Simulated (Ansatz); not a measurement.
A nudged elastic band was laid between two geometries of C2H7BClN (12 atoms, charge 0, multiplicity 1).

These are results of RHF/def2-SVP in Ansatz 0.2.0, not measurements.

```yaml
movable_images: 7
climbing_image: yes
spring: 5.0 eV/Å²
optimiser: quadratic models (default)
start_path: IDPP
force_threshold: 0.03 eV/Å
iteration_limit: 6
end_points: relaxed
```

Image 0:

```xyz
12
Properties=species:S:1:pos:R:3
C -1.465 0.313 0.161
B 0.010 -0.220 -0.086
N 0.258 -1.350 -0.868
C 1.258 0.527 0.594
Cl 1.503 2.109 -0.260
H -1.525 1.388 -0.027
H -2.217 -0.185 -0.455
H -1.742 0.163 1.210
H 1.173 -1.708 -1.047
H -0.465 -1.851 -1.341
H 1.089 0.770 1.640
H 2.201 -0.010 0.513
```

Image 8:

```xyz
12
Properties=species:S:1:pos:R:3
C -1.449 0.404 0.074
B 0.017 -0.150 -0.179
N 0.360 -0.794 -1.369
C 1.139 -0.001 0.960
Cl 1.632 1.743 1.039
H -2.087 0.371 -0.812
H -1.938 -0.187 0.857
H -1.417 1.434 0.436
H 1.273 -1.150 -1.561
H -0.277 -0.902 -2.131
H 0.775 -0.259 1.952
H 2.049 -0.565 0.769
```

Task: What changes between the two ends?

Result: No bond is made or broken. The dihedral H6–C1–B2–N3 goes from -131 to -9°. The two ends are copies of one structure, up to a mirror image or an exchange of like atoms.

Task: Give the energies along the band, and the barrier.

Result: The run ended unconverged. The highest image is number 4 of 0 to 8, 0.027 eV above the ends, which have the same energy within 2 meV. The band didn't meet its force threshold, so its energies are provisional: the largest band force was still 0.04 eV/Å, and over the last iterations the top stayed at 0.03 eV.

```
image  path coordinate (Å)  energy (eV)  dihedral H6–C1–B2–N3 (°)
    0                 0.00        0.000                      -131
    1                 0.50        0.004                      -115
    2                 0.99        0.011                       -98
    3                 1.49        0.021                       -80
    4                 1.99        0.027                       -63
    5                 2.38        0.024                       -49
    6                 2.77        0.014                       -36
    7                 3.16        0.004                       -22
    8                 3.55        0.000                        -9
```

Run time: 46 s on 2 threads of Arm Neoverse V2 (shared host), peak memory 0.22 GiB.
